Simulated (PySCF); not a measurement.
# Working out the ionisation energy of S⁺

S⁺ [Ne] 3s2 3p3 (4S) → S²⁺ [Ne] 3s2 3p2 (3P). Calculation: PySCF 2.14, in pcseg-2 (5s4p2d1f, 34 functions); the non-relativistic Hamiltonian (point nucleus). Frozen: [Ne]. Energies in hartree (1 hartree = 27.21139 eV):

| part | S⁺ (lower) | S²⁺ (upper) |
| --- | --- | --- |
| UHF | -397.162375 | -396.327404 |
| CCSD correlation | -0.104764 | -0.086443 |
| (T) | -0.003074 | -0.001997 |

Problem. What does Hartree-Fock give?

Solution. (-396.327404) − (-397.162375) = 0.834971 hartree = 22.721 eV.

Problem. What do CCSD and CCSD(T) give?

Solution. The CCSD correlation energies differ by 0.018321 hartree = 0.499 eV and the triples by 0.001077 hartree = 0.029 eV, so CCSD gives 23.220 eV and CCSD(T) 23.249 eV.

Reference: 23.338 eV (measured; NIST Atomic Spectra Database, ionization energies), between the lowest levels; spin-orbit coupling is absent from the calculation.

What remains against the reference includes basis incompleteness, the frozen core and higher excitations.
